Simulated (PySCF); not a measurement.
## SrZn⁺ at PBE

Computed with PBE; PySCF, scalar-relativistic core potentials, basis sets Sr def2-SVP with ECP28, Zn def2-SVP.

For SrZn⁺, the state is ²Σ⁺ (doublet), unpaired electrons σ ↑, the bond length is 3.363 Å and the harmonic wavenumber is 97.0 cm⁻¹. The force constant is 0.205 mdyn/Å and the rotational constant Be is 0.04028 cm⁻¹. The anharmonicity ωexe is 0.519 cm⁻¹ and the vibration–rotation constant αe is 0.000251 cm⁻¹. The well depth De to Sr⁺ + Zn is 0.56 eV, the dissociation energy D0 is 0.56 eV and the bond order (Mayer) is 0.60. The dipole moment (positive dipole points towards Zn; it is taken about the centre of mass and depends on that origin) is -3.22 D.

Spin–orbit coupling is left out. For an ion De counts to the pair picked by the measured ionisation energies or electron affinities, which need not be the lowest pair at this level. The state was picked by a PBE0 search and need not be the measured ground state.
